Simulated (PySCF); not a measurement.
B(H)2(Et) (C2H7B), SMILES CCB. Heavy atoms are numbered as in [BH2:1][CH2:4][CH3:5]. Hydrogens are named by the atom that carries them.

Coordinates come from a PBE0-D3(BJ)/def2-TZVP optimisation. A frequency run showed that this geometry is not a minimum.

Computed with M06-2X/def2-TZVPD (PySCF).

Mulliken values depend strongly on the basis, most of all with diffuse functions as here. ESP charges are fitted to the potential on shells at 1.4 to 2.0 van der Waals radii. Atomic charges (e), one atom of each kind:

```tsv
atom	meta-Löwdin	ESP fit	Mulliken
B1 (BH2)	…	0.26	0.07
H on B1	…	-0.15	0.00
C4 (CH2)	…	0.14	-0.54
C5 (CH3)	-0.32	-0.33	-0.97
H on C4	0.13	-0.01	0.28
H on C5	0.11	0.07	0.29
```

Q: Fill in the missing entries. (An estimate is asked for; the answer gives what the named calculation found.)

A: 
- B1 (BH2), meta-Löwdin: 0.05
- H on B1, meta-Löwdin: 0.00
- C4 (CH2), meta-Löwdin: -0.31
